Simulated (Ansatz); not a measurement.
Program: Ansatz. Geometries: PBE0-D4/def2-TZVP. ΔE: electronic, gas phase. CCSD(T)/CBS adds triple-zeta CCSD(T) − MP2 to the extrapolated MP2 energy (def2 sets, frozen cores). This one scheme is used for every species. DFT in def2-TZVPP. HSE06 is defined as in plane-wave codes. For Ge outer-core shells are correlated without core-valence functions, which leaves a few kJ/mol of doubt a bond. Scalar relativity is left out up to krypton. One conformer a species, not always the lowest.

Reaction (ligand exchange at a Ge–Cl bond): `[OH][GeH]([Cl])[GeH3]` + H–F → `[OH][GeH]([F])[GeH3]` + HCl

```tsv
level	ΔE (kJ/mol)	difference from CCSD(T)/CBS
PBE-D4	14.8	-0.1
revPBE-D4	16.3	1.4
BLYP-D4	7.8	-7.1
HSE06-D4	18.3	3.4
BHLYP-D4	11.1	-3.8
CAM-B3LYP-D4	3.2	-11.7
PBE-QIDH	16.1	1.2
revPBE	10.2	-4.7
BLYP	0.4	-14.5
LC-ωPBE	4.5	-10.4
RPA@PBE/def2-TZVPP	6.2	-8.7
CCSD(T)/def2-SVP	-2.5	-17.4
MP2/def2-QZVPP	18.2	3.3
SCS-MP2/def2-QZVPP	11.4	-3.5
MP2/CBS(def2)	20.8	5.9
CCSD/CBS(def2)	13.1	-1.8
CCSD(T)/CBS	14.9	0
```

Largest T1 diagnostic among the species: 0.012.

From BLYP to BHLYP (50 % exact exchange), in def2-TZVPP and without D4, ΔE moves by +4.2 kJ/mol. The D4 term adds +6.2 kJ/mol with B3LYP and +3.4 kJ/mol with PBE0; it sums over pairs of atoms, weighted by their polarisabilities, and B3LYP, whose exchange is more repulsive, gets the larger term.

CCSD(T)/CBS has its own doubt, a few kJ/mol and more with outer-core shells, so smaller differences from it don't rank the levels.

B3LYP here is the variant with VWN-RPA as its local correlation; programs differ in this.
